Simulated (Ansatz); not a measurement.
`F[SiH]([SiH3])S`, charge 0, multiplicity 1.

**Question.** Give a relaxed structure at PBE0-D4/def2-TZVP (Ansatz). (Estimate.)

**Answer.** Ansatz gave: 
Z-matrix (Å, degrees):
```
Si
Si 1 2.338
S 1 2.124 2 110.4
F 1 1.604 2 108.5 3 122.6
H 1 1.483 2 114.8 3 -117.4
H 2 1.486 1 111.5 3 -172.7
H 2 1.488 1 108.5 3 -52.2
H 2 1.486 1 108.8 3 66.4
H 3 1.344 1 95.0 2 43.3
```
This is one stationary point; other conformers may exist.
